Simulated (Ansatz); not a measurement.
ClFHISi, SMILES `F[SiH](Cl)I`, relaxed with RKS PBE-D4/def2-SVP in the Gaussian-basis code of Ansatz from a rough embedded geometry. The force threshold is 0.03 eV/Å; the program also tests the step.

Total charge 0; spin multiplicity 1. I: def2 effective core potential.

Start:

```xyz
5

F    -0.261   -1.227   -1.112
Si   -0.159   -0.029   -0.054
Cl    0.686    1.537   -1.005
I     1.230   -0.654    1.761
H    -1.497    0.372    0.411
```

**Question.** How much energy does the relaxation release, and in how many steps? (An estimate is asked.)

**Answer.** Ansatz gave: 0.08 eV, in 4 steps.

**Question.** Which bonds change most? (Estimate.)

**Answer.** Computed: Si2–I4 from 2.369 to 2.438 Å; Si2–Cl3 from 2.018 to 2.058 Å; F1–Si2 from 1.601 to 1.628 Å; Si2–H5 from 1.472 to 1.491 Å.

**Question.** Give the relaxed structure. (Estimate.)

**Answer.** Ansatz gave: 
```xyz
5

F    -0.272   -1.244   -1.107
Si   -0.152   -0.003   -0.062
Cl    0.695    1.588   -1.055
I     1.247   -0.696    1.811
H    -1.519    0.355    0.413
```
